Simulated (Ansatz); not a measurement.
Program: Ansatz. Geometries: PBE0-D4/def2-TZVP. ΔE: electronic, gas phase. CBS: MP2 limit from def2 TZ/QZ plus the TZ coupled-cluster correction, frozen cores. This one scheme is used for every species. DFT in def2-TZVPP. One conformer a species, not always the lowest.

Consider the substitution at a C–C bond: `CCO[SiH3]` + `C=N` → `C=NCO[SiH3]` + CH₄.

`CCO[SiH3]`:

Z-matrix (Å, degrees):
```
C
C 1 1.508
H 1 1.092 2 110.5
H 1 1.093 2 110.4 3 120.1
H 1 1.092 2 110.5 3 -119.9
O 2 1.416 1 109.3 3 59.9
H 2 1.098 1 110.3 3 -60.9
H 2 1.099 1 110.3 3 -179.2
Si 6 1.642 2 122.3 1 -180.0
H 9 1.491 6 111.0 2 59.9
H 9 1.481 6 106.6 2 -180.0
H 9 1.491 6 111.0 2 -59.9
```

`C=N`:

Cartesian coordinates in Å:
```
C 0.314 0.193 -0.129
N -0.629 0.007 0.687
H 0.509 -0.425 -1.013
H 0.999 1.026 0.039
H -1.192 -0.800 0.416
```

`C=NCO[SiH3]`:

Cartesian coordinates in Å:
```
C -0.262 -0.211 2.310
N 0.653 -0.762 1.644
C 0.725 -0.557 0.236
O -0.281 0.279 -0.284
Si -0.436 0.637 -1.881
H -1.026 0.432 1.867
H -0.295 -0.385 3.385
H 0.678 -1.547 -0.237
H 1.716 -0.134 0.023
H -0.629 -0.603 -2.681
H 0.779 1.333 -2.387
H -1.621 1.518 -1.997
```

CH₄:

Z-matrix (Å, degrees):
```
C
H 1 1.090
H 1 1.090 2 109.5
H 1 1.090 2 109.5 3 -120.0
H 1 1.090 2 109.5 3 120.0
```

```json
{"level": "PBE-D4", "ΔE (kJ/mol)": "-16.3", "difference from CCSD(T)/CBS": "-8.0"}
{"level": "r2SCAN-D4", "ΔE (kJ/mol)": "-16.9", "difference from CCSD(T)/CBS": "-8.6"}
{"level": "ωB97X-V", "ΔE (kJ/mol)": "-11.2", "difference from CCSD(T)/CBS": "-2.9"}
{"level": "ωB97M-V", "ΔE (kJ/mol)": "-10.5", "difference from CCSD(T)/CBS": "-2.2"}
{"level": "r2SCAN", "ΔE (kJ/mol)": "-16.3", "difference from CCSD(T)/CBS": "-8.0"}
{"level": "PBE0", "ΔE (kJ/mol)": "-12.2", "difference from CCSD(T)/CBS": "-3.9"}
{"level": "MP2/def2-TZVPP", "ΔE (kJ/mol)": "-11.0", "difference from CCSD(T)/CBS": "-2.7"}
{"level": "CCSD(T)/def2-TZVPP", "ΔE (kJ/mol)": "-9.0", "difference from CCSD(T)/CBS": "-0.7"}
{"level": "HF/CBS(def2)", "ΔE (kJ/mol)": "-5.2", "difference from CCSD(T)/CBS": "3.1"}
{"level": "CCSD/CBS(def2)", "ΔE (kJ/mol)": "-6.4", "difference from CCSD(T)/CBS": "1.9"}
{"level": "CCSD(T)/CBS", "ΔE (kJ/mol)": "-8.3", "difference from CCSD(T)/CBS": "0"}
```

Largest T1 diagnostic among the species: 0.012.

In def2-TZVPP, CCSD(T) changes the Hartree–Fock value by −3.4 kJ/mol (the triples alone add −1.9 kJ/mol) and MP2 by −5.3 kJ/mol.
